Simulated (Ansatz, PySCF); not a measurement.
Gas-phase reaction R1 + R2 → P1 + P2, each structure at its B3LYP-D3(BJ)/def2-TZVP stationary point, reached from a drawn start (curvature not checked).
R1: C2H6AlCl (SMILES [CH3][Al]([CH3])[Cl]), charge 0, multiplicity 1.
P1: C2H6AlF (SMILES [CH3][Al]([CH3])[F]), charge 0, multiplicity 1.
P2: HCl (SMILES Cl), charge 0, multiplicity 1.
R2, HF (SMILES F) (charge 0, multiplicity 1):
```json
[
 {"atom": "F", "x (Å)": "0.0000", "y (Å)": "0.0000", "z (Å)": "0.4622"},
 {"atom": "H", "x (Å)": "0.0000", "y (Å)": "0.0000", "z (Å)": "-0.4622"}
]
```

P less R. No zero-point or thermal terms.

Cores are frozen in the correlated methods.

Run with Ansatz (Gaussian basis) for Hartree–Fock, density functionals and correlated methods; PySCF for the D3/D4 terms. No computed number here is a measurement.

PBE/def2-TZVPP gives -4.97 kcal/mol for the reaction energy.

How do the other levels lie against it? Give each less PBE: PBE-D3(BJ)/def2-TZVPP, r2SCAN/def2-TZVPP, B3LYP/def2-TZVPP, wB97M-V/def2-TZVPP, B2PLYP/def2-TZVPP, MP2/cc-pV(Q+d)Z, CCSD(T)/cc-pV(Q+d)Z.

PBE-D3(BJ)/def2-TZVPP 0.68; r2SCAN/def2-TZVPP -0.13; B3LYP/def2-TZVPP -1.79; wB97M-V/def2-TZVPP 0.03; B2PLYP/def2-TZVPP -1.07; MP2/cc-pV(Q+d)Z 0.31; CCSD(T)/cc-pV(Q+d)Z -0.43 kcal/mol. 3 of 7 lie above PBE; the widest gap is to B3LYP/def2-TZVPP.

Ansatz is a quantum-chemistry and plane-wave program.
